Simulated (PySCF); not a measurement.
PySCF 2.14 output of an unrestricted PBE calculation on a single atom or ion in x2c-QZVPPall with one added diffuse shell each of s, p, d, f type (12s8p5d4f, 89 functions), with scalar relativity by spin-free X2C-1e:

```
SCF conv_tol = 1e-09
number electrons alpha = 10  beta = 9
    J. P. Perdew, K. Burke, and M. Ernzerhof.,  Phys. Rev. Lett. 77, 3865 (1996)
    J. P. Perdew, K. Burke, and M. Ernzerhof.,  Phys. Rev. Lett. 78, 1396 (1997)
    J. P. Perdew, K. Burke, and M. Ernzerhof.,  Phys. Rev. Lett. 77, 3865 (1996)
    J. P. Perdew, K. Burke, and M. Ernzerhof.,  Phys. Rev. Lett. 78, 1396 (1997)
cycle= 1 E= -601.97347377049  delta_E= -0.00908  |g|= 0.0138  |ddm|= 0.374
cycle= 2 E= -601.973537761315  delta_E= -6.4e-05  |g|= 0.00893  |ddm|= 0.0456
cycle= 3 E= -601.973560768011  delta_E= -2.3e-05  |g|= 0.000411  |ddm|= 0.0154
cycle= 4 E= -601.973561404292  delta_E= -6.36e-07  |g|= 8.51e-05  |ddm|= 0.00597
cycle= 5 E= -601.973561421303  delta_E= -1.7e-08  |g|= 1.38e-05  |ddm|= 0.00131
cycle= 6 E= -601.973561421433  delta_E= -1.3e-10  |g|= 4.37e-07  |ddm|= 9.72e-05
converged SCF energy = -601.973561421433  <S^2> = 0.75000448  2S+1 = 2.0000045
```

The run itself started from symmetry-adapted Hartree-Fock orbitals and held the occupation by maximum overlap, on a logarithmic radial grid, so the iterations belong to that start.

Problem. Which element, charge and spin multiplicity is this?

Solution. K (potassium, neutral), multiplicity 2; the state was [Ar] 4p1, 2P determinant (an excited configuration).
